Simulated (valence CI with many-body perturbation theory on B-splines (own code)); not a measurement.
# Energy levels of K⁵⁺

Level of theory: valence CI with perturbative core correlation (CI+MBPT): four valence electrons over a frozen Dirac-Fock core [Ne], a basis of 11 s, 11 p, 9 d, 7 f, 5 g, 2 h, 1 i functions for each j, with the one-electron correlation potential Σ1 (screened to all orders), the two-electron term Σ2, the three-electron term Σ3, Breit, model QED; selected single and double excitations, second order for the rest, scaled by the run's own slope (own B-spline code, finite nucleus).

Set against measurement, 25 paired levels are off by 69 cm⁻¹ on average, the worst by 276. These come from a selection out of Sansonetti, J. Phys. Chem. Ref. Data 37, 7 (2008). Levels without a partner in it may be off by more.

Levels 46 to 68 of 68, with energies above the lowest level, 3s2 3p2 3P_0. "Leading %" is the weight of the configuration and term that name the level; weights of strongly mixed levels are sums over their largest components and can fall short. In the jj column 3d3/2^4 stands for four electrons in 3d with j = 3/2. Lifetimes count E1, E2, E3, M1 and M2 decay at the calculated energies, and are blank where another channel may lead or the interval is too uncertain; long ones can be off by a factor of two.

```csv
No.,Configuration,Term,J,E (cm⁻¹),Leading %,g,Leading jj,Lifetime
46,3s 3p2 3d,5P,2,357200,98,1.834,3s 3p1/2 3p3/2 3d3/2 (28 %),36.5 ps
47,3s 3p2 3d,5P,1,357640,98,2.502,3s 3p3/2^2 3d3/2 (48 %),36.4 ps
48,3p4,1S,0,358740,57,,3p1/2^2 3p3/2^2 (39 %),426 ps
49,3s 3p2 3d,3P,2,368760,66,1.500,3s 3p1/2 3p3/2 3d5/2 (41 %),58.2 ps
50,3s 3p2 3d,3P,1,370270,66,1.500,3s 3p3/2^2 3d5/2 (27 %),57.8 ps
51,3s 3p2 3d,3P,0,371120,65,,3s 3p3/2^2 3d5/2 (31 %),57.9 ps
52,3s 3p2 3d,3G,3,378930,96,0.750,3s 3p1/2 3p3/2 3d3/2 (60 %),483 ps
53,3s 3p2 3d,3G,4,379070,96,1.050,3s 3p1/2 3p3/2 3d5/2 (33 %),494 ps
54,3s 3p2 3d,3G,5,379260,96,1.200,3s 3p1/2 3p3/2 3d5/2 (62 %),508 ps
55,3s2 3p 4s,3P°,0,387420,94,,3s^2 3p1/2 4s (94 %),62.1 ps
56,3s 3p2 3d,3D,1,387740,97,0.501,3s 3p1/2 3p3/2 3d5/2 (25 %),56.7 ps
57,3s 3p2 3d,1G,4,387850,78,1.001,3s 3p1/2 3p3/2 3d5/2 (35 %),8.12 ns
58,3s 3p2 3d,3D,2,387890,97,1.167,3s 3p1/2 3p3/2 3d5/2 (27 %),55.6 ps
59,3s 3p2 3d,3D,3,388080,96,1.328,3s 3p1/2 3p3/2 3d5/2 (48 %),54.6 ps
60,3s2 3p 4s,3P°,1,388090,89,1.473,3s^2 3p1/2 4s (81 %),59.8 ps
61,3s2 3p 4s,3P°,2,390480,94,1.501,3s^2 3p3/2 4s (94 %),62.2 ps
62,3s 3p2 3d,1F,3,393090,94,1.006,3s 3p1/2 3p3/2 3d3/2 (33 %),142 ps
63,3s2 3p 4s,1P°,1,394410,88,1.027,3s^2 3p3/2 4s (81 %),36.7 ps
64,3s 3p2 3d,3F,2,403270,85,0.684,3s 3p1/2 3p3/2 3d3/2 (24 %),41.3 ps
65,3s 3p2 3d,3F,3,404040,83,1.097,3s 3p1/2 3p3/2 3d5/2 (46 %),40.7 ps
66,3s 3p2 3d,3D,1,405130,95,0.502,3s 3p1/2 3p3/2 3d5/2 (41 %),63.9 ps
67,3s 3p2 3d,3F,4,405130,88,1.249,3s 3p3/2^2 3d3/2 (32 %),38.9 ps
68,3s 3p2 3d,3D,2,405510,92,1.150,3s 3p3/2^2 3d5/2 (30 %),65.4 ps
```

Names give the largest LS component (configuration and term), which can be under half, so a name can repeat, a term be missing and a line seem to break the LS rules; names also repeat where a configuration has a term twice.
